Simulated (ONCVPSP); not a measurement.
# u(r) = r·R(r): atom against pseudo-atom (magnesium (Mg))

Columns: radius, all-electron u(r) and pseudo u(r) of the 2p shell (level -48.67 eV) of magnesium in the configuration [He] 2s2 2p6 3s1.75; PBE, scalar-relativistic, ONCV scheme, ONCVPSP 4.0.1.

| r (bohr) | all-electron | pseudo |
| --- | --- | --- |
| 0.062 | 0.1430 | 0.0773 |
| 0.125 | 0.4103 | 0.2878 |
| 0.188 | 0.6693 | 0.5652 |
| 0.250 | 0.8719 | 0.8289 |
| 0.312 | 1.0148 | 1.0285 |
| 0.375 | 1.1037 | 1.1454 |
| 0.438 | 1.1451 | 1.1855 |
| 0.500 | 1.1502 | 1.1752 |
| 0.562 | 1.1293 | 1.1396 |
| 0.625 | 1.0895 | 1.0917 |
| 0.688 | 1.0373 | 1.0373 |
| 0.750 | 0.9786 | 0.9785 |
| 0.812 | 0.9160 | 0.9159 |
| 0.875 | 0.8510 | 0.8509 |
| 0.938 | 0.7864 | 0.7863 |
| 1.000 | 0.7245 | 0.7244 |
| 1.062 | 0.6651 | 0.6650 |
| 1.125 | 0.6079 | 0.6079 |
| 1.188 | 0.5542 | 0.5542 |
| 1.250 | 0.5049 | 0.5048 |
| 1.312 | 0.4591 | 0.4590 |
| 1.375 | 0.4161 | 0.4161 |
| 1.438 | 0.3766 | 0.3766 |
| 1.500 | 0.3409 | 0.3409 |
| 1.562 | 0.3083 | 0.3083 |
| 1.625 | 0.2780 | 0.2780 |

How many radial nodes do the two functions have?

The all-electron 2p function has n − l − 1 = 0; the pseudo-wave has 0.

At about which radius was the pseudo-wave matched?

0.75 bohr, where the columns begin to agree (steps of 0.06 bohr).

Is the pseudo-wave norm-conserving?

Yes: the ONCV scheme keeps the norm inside the radius equal to the all-electron one, which fixes the energy derivative of the logarithmic derivative at the level.
